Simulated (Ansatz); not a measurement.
One change: `O=C=[N][AlH][Cl]` becomes `O=C=[N][GaH][Cl]`.

Ansatz, PBE0-D4/def2-TZVP geometries, multiplicity 1. Each molecule was computed in one conformer, which needn't be the lowest.

Scalar relativity is left out up to krypton.

```json
{"property": "size of the dipole moment (ωB97M-V/def2-TZVPP) / D", "`O=C=[N][AlH][Cl]`": "1.61"}
{"property": "HOMO energy (B3LYP/def2-TZVPP) / eV", "`O=C=[N][AlH][Cl]`": "-8.64"}
{"property": "HOMO–LUMO gap (B3LYP/def2-TZVPP) / eV", "`O=C=[N][AlH][Cl]`": "6.87"}
{"property": "ideal-gas entropy at 298 K and 1 bar (rigid rotor, harmonic PBE0-D4/def2-TZVP) / J/(mol·K)", "`O=C=[N][AlH][Cl]`": "341"}
{"property": "LUMO energy (PBE/def2-TZVPP) / eV", "`O=C=[N][AlH][Cl]`": "-2.31"}
{"property": "LUMO energy (ωB97M-V/def2-TZVPP) / eV", "`O=C=[N][AlH][Cl]`": "0.14"}
```

(1) What does the change do to each property? (An estimate is asked.)

Results:

(1) The calculation gave: 
```csv
property,`O=C=[N][GaH][Cl]`,shift
size of the dipole moment (ωB97M-V/def2-TZVPP) / D,2.53,0.92
HOMO energy (B3LYP/def2-TZVPP) / eV,-8.57,0.07
HOMO–LUMO gap (B3LYP/def2-TZVPP) / eV,6.47,-0.40
"ideal-gas entropy at 298 K and 1 bar (rigid rotor, harmonic PBE0-D4/def2-TZVP) / J/(mol·K)",350,9
LUMO energy (PBE/def2-TZVPP) / eV,-2.60,-0.29
LUMO energy (ωB97M-V/def2-TZVPP) / eV,-0.08,-0.22
```

With PBE0 the HOMO rises by 0.06 eV and the LUMO falls by 0.28 eV, so the gap narrows by about 0.34 eV. PBE moves the HOMO by 0.05 eV and ωB97M-V by 0.07 eV. Dipoles are sizes alone; their direction can turn. Modes under 60 cm⁻¹, often nearly free rotors, make the harmonic entropy too high.

B3LYP here is the variant with VWN-RPA as its local correlation; programs differ in this.
